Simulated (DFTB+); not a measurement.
DFTB+ input (SCC-DFTB): The folder sk holds the Slater-Koster set scc that CP2K ships.

```
Geometry = xyzFormat {
9

C     -1.89250856    -0.24898190     0.15829436
C     -0.77498054    -1.02860056     0.19296365
C      0.59694303    -0.69797606     0.05745118
C      1.07104325     0.59258622    -0.15204584
N      1.47413724     1.67735991    -0.32843774
H     -1.83610857     0.82274702     0.00639728
H     -2.87552666    -0.68570982     0.28302589
H     -0.94699913    -2.09498305     0.35168856
H      1.33669064    -1.48573980     0.11797233
}
Driver = GeometryOptimization {
  Optimizer = Rational {}
  MaxSteps = 500
  OutputPrefix = "geo_end"
  Convergence { GradElem = 1e-5 }
}
Hamiltonian = DFTB {
  SCC = Yes
  SCCTolerance = 1e-8
  MaxSCCIterations = 300
  Charge = -1
  SlaterKosterFiles = Type2FileNames {
    Prefix = "sk/"
    Separator = ""
    Suffix = ".spl"
    LowerCaseTypeName = Yes
  }
  MaxAngularMomentum {
    C = "p"
    H = "s"
    N = "p"
  }
  Filling = Fermi { Temperature [K] = 0 }
}
ParserOptions { ParserVersion = 14 }
```

Output:

```
|===============================================================================
|
|
|  Copyright (C) 2006 - 2025  DFTB+ developers group
|
|===============================================================================
|
|  When publishing results obtained with DFTB+, please cite the following
|  reference:
|
|    Recent Developments in DFTB+, a Software Package for Efficient Atomistic
|    Quantum Mechanical Simulations, J. Phys. Chem. A 129, 5373−5390 (2025).
|    [https://doi.org/10.1021/acs.jpca.5c01146]
|
|  You should also cite additional publications crediting the parametrization
|  data you use. Please consult the documentation of the SK-files for the
|  references.
|
|===============================================================================

Reading input file 'dftb_in.hsd'
Parser version: 14

--------------------------------------------------------------------------------
Reading SK-files:
./sk/cc.spl
./sk/cn.spl
./sk/ch.spl
./sk/nn.spl
./sk/nh.spl
./sk/hh.spl
Done.

Processed input in HSD format written to 'dftb_pin.hsd'

Starting initialization...
--------------------------------------------------------------------------------
WARNING!
-> Dipole printed for a charged system : origin dependent quantity
Mode:                        Geometry optimisation relaxation
Self consistent charges:     Yes
SCC-tolerance:                 0.100000E-07
Max. scc iterations:                    300
Shell resolved Hubbard:      No
Spin polarisation:           No
Nr. of up electrons:            13.000000
Nr. of down electrons:          13.000000
Periodic boundaries:         No
Electronic solver:           Relatively robust
Mixer:                       Broyden mixer
Mixing parameter:                  0.200000
Nr. of chrg. vec. in memory:            300
Max. SCC-cycles:                        300
Max. nr. of geometry steps:             500
Electronic temperature:              0.100000E-07 H      0.272114E-06 eV
Initial charges:             Set automatically (system chrg:  -0.100E+01)
Included shells:             C:  s, p
                             N:  s, p
                             H:  s
Extra options:
[...]
********************************************************************************

 Total charge:    -1.00000000

 Atomic gross charges (e)
 Atom           Charge
    1      -0.42562490
    2       0.01048409
    3      -0.34430341
    4       0.14939242
    5      -0.46871801
    6       0.05221429
    7       0.01679495
    8      -0.01202439
    9       0.02178495

Nr. of electrons (up):     26.00000000
Atom populations (up)
 Atom       Population
    1       4.42562490
    2       3.98951591
    3       4.34430341
    4       3.85060758
    5       5.46871801
    6       0.94778571
    7       0.98320505
    8       1.01202439
    9       0.97821505

l-shell populations (up)
 Atom Sh.   l       Population
    1   1   0       1.24021923
    1   2   1       3.18540567
    2   1   0       1.19323212
    2   2   1       2.79628379
    3   1   0       1.17316016
    3   2   1       3.17114325
    4   1   0       1.17743080
    4   2   1       2.67317677
    5   1   0       1.64140862
    5   2   1       3.82730939
    6   1   0       0.94778571
    7   1   0       0.98320505
    8   1   0       1.01202439
    9   1   0       0.97821505

Orbital populations (up)
 Atom Sh.   l   m       Population  Label
    1   1   0   0       1.24021923  s
    1   2   1  -1       0.92570523  p_y
    1   2   1   0       1.35425709  p_z
    1   2   1   1       0.90544335  p_x
    2   1   0   0       1.19323212  s
    2   2   1  -1       0.89878716  p_y
    2   2   1   0       0.99235897  p_z
    2   2   1   1       0.90513767  p_x
    3   1   0   0       1.17316016  s
    3   2   1  -1       0.85963587  p_y
    3   2   1   0       1.42301910  p_z
    3   2   1   1       0.88848828  p_x
    4   1   0   0       1.17743080  s
    4   2   1  -1       0.87473376  p_y
    4   2   1   0       0.91725663  p_z
    4   2   1   1       0.88118638  p_x
    5   1   0   0       1.64140862  s
    5   2   1  -1       1.36086727  p_y
    5   2   1   0       1.28836448  p_z
    5   2   1   1       1.17807764  p_x
    6   1   0   0       0.94778571  s
    7   1   0   0       0.98320505  s
    8   1   0   0       1.01202439  s
    9   1   0   0       0.97821505  s

Fermi level:                         0.1376654590 H            3.7461 eV
Band energy:                        -4.6298322465 H         -125.9841 eV
TS:                                  0.0000000000 H            0.0000 eV
Band free energy (E-TS):            -4.6298322465 H         -125.9841 eV
Extrapolated E(0K):                 -4.6298322465 H         -125.9841 eV
Input / Output electrons (q):     26.0000000000     26.0000000000

Energy H0:                         -11.3112237964 H         -307.7941 eV
Energy SCC:                          0.1384492468 H            3.7674 eV
Total Electronic energy:           -11.1727745496 H         -304.0267 eV
Repulsive energy:                    0.4459700214 H           12.1355 eV
Total energy:                      -10.7268045282 H         -291.8912 eV
Extrapolated to 0:                 -10.7268045282 H         -291.8912 eV
Total Mermin free energy:          -10.7268045282 H         -291.8912 eV
Force related energy:              -10.7268045282 H         -291.8912 eV

Non-constrained calculation

SCC converged

Full geometry written in geo_end.{xyz|gen}

Warning: dipole moment is not defined absolutely!
Dipole moment:   -0.10568259   -0.63584077    0.09490516 au
Dipole moment:   -0.26861837   -1.61614616    0.24122488 Debye

Geometry converged
```

The dipole moment of an ion depends on the origin.

The geometry given is a B3LYP-D3(BJ)/def2-TZVP minimum.
